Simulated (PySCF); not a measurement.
**Frontier orbitals and the lowest excitations**

Compound: C4H9OPSi.
SMILES with atom numbers: `[CH2:1]=[CH:2][C@@H:3]1[C@H:4]([SiH3:5])[P@H:6]1=[O:7]` (hydrogens: H8, H9 on C1; H10 on C2; H11 on C3; H12 on C4; H13, H14, H15 on Si5; H16 on P6)

Cartesian coordinates in Å at the PBE0-D3(BJ)/def2-SVP level; atoms count from 1:
```
atom  x, y, z in Å
C1    -0.5536    2.3848   -1.1584
C2    -0.1626    1.1445   -0.8535
C3    -0.8657    0.2518    0.0860
C4    -0.0742   -0.7663    0.9879
Si5    1.7941   -0.9239    0.9600
P6    -1.1518   -1.5019   -0.2395
O7    -2.3943   -2.2916   -0.0130
H8    -0.0032    2.9897   -1.8822
H9    -1.4372    2.8359   -0.6967
H10    0.7313    0.7354   -1.3412
H11   -1.7117    0.7153    0.6093
H12   -0.4928   -0.8318    2.0015
H13    2.1851   -2.0656    1.8380
H14    2.2627   -1.2013   -0.4331
H15    2.4486    0.3294    1.4416
H16   -0.3358   -1.8457   -1.3474
```

Computed with PySCF, TDDFT B3LYP/def2-SVPD, vertical, gas phase, core orbitals frozen in the response.

Kohn–Sham orbitals with the atoms that hold most of them (Löwdin shares over 4%, at most four atoms; ? is withheld):

```
orbital  ε (eV)                             atoms
 LUMO+2    0.13     Si5 17%, P6 14%, C4 9%, C3 7%
 LUMO+1    0.02    Si5 35%, H14 8%, H13 8%, P6 8%
   LUMO       ?                                 ?
   HOMO   -6.87    O7 23%, C1 18%, C3 15%, P6 13%
 HOMO-1   -7.79                                 ?
 HOMO-2   -8.51    O7 50%, C2 14%, P6 12%, C1 11%
 HOMO-3   -9.46  Si5 24%, C4 19%, H14 13%, C3 10%
```

(1) Give the leading atoms of the LUMO.

(2) Give the leading atoms of the HOMO-1.

(3) What is the LUMO energy, and the HOMO–LUMO gap?

Results:

(1) C1 (bonded to C and 2 H) 26%; C2 (bonded to 2 C and H) 24%; P6 (bonded to 2 C, O and H) 10%; C3 (bonded to 2 C, P and H) 8%. By element: carbon 58% or more, phosphorus 10%.

(2) O7 (bonded to P) 37%; C4 (bonded to C, P, Si and H) 18%; P6 (bonded to 2 C, O and H) 11%; C2 (bonded to 2 C and H) 9%. By element: oxygen 37%, carbon 27% or more, phosphorus 11%.

(3) ε(LUMO) = -0.93 eV; the gap is 5.94 eV (0.2183 hartree).

Problem. How does S1 compare with the orbital gap of 5.94 eV?

Solution. S1 is at 5.24 eV (f = 0.125), 0.70 eV below the gap, made of HOMO→LUMO (82%), HOMO-1→LUMO (8%). 

Problem. One configuration dominates each of S1 and S3. Which, and how do the shares of the two leading atoms of either orbital change from the occupied to the empty one?

Solution. 
- S1 (5.24 eV, f 0.125), HOMO→LUMO (82%): O7 23% → at most 8%, C1 18% → 26%, C2 at most 13% → 24%
- S3 (6.13 eV, f 0.014), HOMO→LUMO+1 (94%): O7 23% → at most 9%, C1 18% → at most 9%, Si5 at most 13% → 35%, H14 at most 13% → 8%

Löwdin shares depend on the basis, the more so with diffuse functions.

On one thread, Intel Xeon Platinum 8259CL at 2.50 GHz (x86_64), shared host, this took 3.7 min of wall time (grids of density and orbitals included) and 0.91 GiB of memory at its peak.

One conformer stands for the species.
